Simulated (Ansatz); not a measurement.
Reaction (hydrogenolysis of the Si–C bond): `SC[SiH2]SS` + H₂ → `[SiH3]SS` + CH₃SH

Computed with Ansatz on PBE0-D4/def2-TZVP structures; ΔE is electronic, products minus reactants. CCSD(T)/CBS is the MP2 limit (def2-TZVPP, def2-QZVPP) plus CCSD(T) − MP2 in def2-TZVPP, frozen cores. This one scheme is used for every species. DFT in def2-TZVPP. B3LYP here is the variant with VWN-RPA as its local correlation; programs differ in this. One conformer a species, not always the lowest.

Question: Is it downhill or uphill in electronic energy at CCSD(T)/CBS, and by how much? (An estimate is asked.)

Answer: Ansatz gave: Downhill: ΔE = -22.4 kJ/mol.

Question: What do these levels give: PBE0, B3LYP, HF/def2-QZVPP, MP2/def2-QZVPP, MP2/CBS(def2), CCSD/CBS(def2)? (An estimate is asked.)

Answer: Computed: PBE0 -32.5, B3LYP -40.4, HF/def2-QZVPP -54.5, MP2/def2-QZVPP -15.8, MP2/CBS(def2) -14.4, CCSD/CBS(def2) -28.2 kJ/mol.

Largest T1 diagnostic among the species: 0.012.

In def2-TZVPP, CCSD(T) changes the Hartree–Fock value by +28.9 kJ/mol (the triples alone add +5.8 kJ/mol) and MP2 by +36.8 kJ/mol. The D4 term adds +13.9 kJ/mol with B3LYP and +7.8 kJ/mol with PBE0; it sums over pairs of atoms, weighted by their polarisabilities, and B3LYP, whose exchange is more repulsive, gets the larger term.
